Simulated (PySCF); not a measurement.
# Reading the logs of faulty runs: AlBFHO

Calculated results; nothing here was measured. The program is PySCF 2.14.0, an open-source quantum chemistry code, run on an isolated molecule that a program drew, which may never have been made. The molecule is AlBFHO (charge 0, singlet), drawn as the SMILES string `[O]=[Al][BH]F`.

Each row is a Hartree-Fock (HF) and frozen-core CCSD(T) single point in the cc-pV(D+d)Z basis, meant for a local HF minimum. Run 1 is clean. Each other run has one planted mistake out of seven kinds, and not every kind appears here: one electron removed, one electron added, multiplicity raised by two, geometry at a saddle point, minimal basis STO-3G, one bond length entered in bohr, all coordinates scaled. The reference is restricted for singlets and unrestricted otherwise, and also for a bond in bohr. Adding or removing an electron swaps singlet and doublet. Electrons count all cores. HOMO and LUMO are orbital energies over both spins, the gradient is its largest component, and the lowest frequency (negative if imaginary) is given only where the gradient is small. Bond lengths are over the 4 bonds as drawn. T1 is the CCSD diagnostic: over 0.02 (restricted) or 0.045 (unrestricted) a single reference is doubtful.

Geometry of the clean run:
```xyz
5
AlBFHO, angstrom
O     1.1197   -1.2894    0.0170
Al    1.9462   -0.2499   -0.8264
B     3.1407    1.1904   -1.9226
F     2.7548    1.5295   -3.1413
H     4.1338    1.7009   -1.4907
```

| run | electrons | basis functions | <S^2> | HOMO (eV) | LUMO (eV) | gradient (hartree/bohr) | lowest frequency (cm^-1) | mean bond (Å) | longest bond (Å) | T1 | HF (hartree) | CCSD(T) (hartree) | mistake |
|---|---|---|---|---|---|---|---|---|---|---|---|---|---|
| 1 | 36 | 70 | 0.000 | -10.67 | 0.16 | 1.0e-05 | 129 | 1.5654 | 2.169 | 0.0295 | -441.49564 | -442.04624 | no fault |
| 2 | 35 | 70 | 0.755 | -17.79 | -6.41 | 7.3e-02 | - | 1.5654 | 2.169 | 0.0190 | -441.21708 | -441.69643 | one electron removed |
| 3 | 36 | 70 | 0.000 | -10.51 | 0.04 | 3.7e-02 | - | 1.6233 | 2.249 | 0.0319 | -441.48852 | -442.04645 | all coordinates scaled |
| 4 | 37 | 70 | 0.759 | -1.09 | 6.85 | 5.6e-02 | - | 1.5654 | 2.169 | 0.0251 | -441.51050 | -442.06677 | one electron added |
| 5 | 36 | 70 | 2.045 | -6.39 | -0.25 | 1.0e-01 | - | 1.5654 | 2.169 | 0.0232 | -441.43509 | -441.92614 | ? |

**Which mistake was planted in run 5, and what did it cost?**

Electrons, basis and geometry are unchanged, and <S^2> is 2.045, beside S(S+1) = 2.00 for a multiplicity of 3. So the mistake is: multiplicity raised by two. Subtracting run 1 and multiplying by 627.51 kcal/mol a hartree, the energy moved by 38.0 kcal/mol in HF and 75.4 kcal/mol in CCSD(T).

Cautions from the logs. Run 1: T1 is over the limit, so its CCSD(T) energy is less reliable; run 3: T1 is over the limit, so its CCSD(T) energy is less reliable.
